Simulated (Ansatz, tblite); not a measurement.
Forces on the cluster SiS₃⁻ at its PBE-D4/def2-TZVPD geometry. The state is a doublet with charge -1.

The xTB rows come from tblite. The structure comes from a short search, and lower isomers may exist.

GFN1-xTB (tblite), largest force 0.51 eV/Å:

```xyz
4
positions Å, forces eV/Å
Si    0.000    0.000    0.000    0.001    0.000    0.000
S    -1.747    0.060    1.039    0.441   -0.015   -0.262
S     0.104    0.810   -1.862   -0.026   -0.204    0.470
S     1.643   -0.870    0.824   -0.415    0.220   -0.208
```

GFN2-xTB (tblite), largest force 0.51 eV/Å:

```
Si 0.001 0.000 0.000
S -0.440 0.015 0.261
S 0.026 0.204 -0.468
S 0.413 -0.219 0.207
```

r2SCAN-D4/def2-TZVPD (Ansatz), largest force 0.30 eV/Å:

```
Si 0.001 0.000 0.000
S 0.261 -0.009 -0.155
S -0.016 -0.121 0.278
S -0.246 0.130 -0.123
```
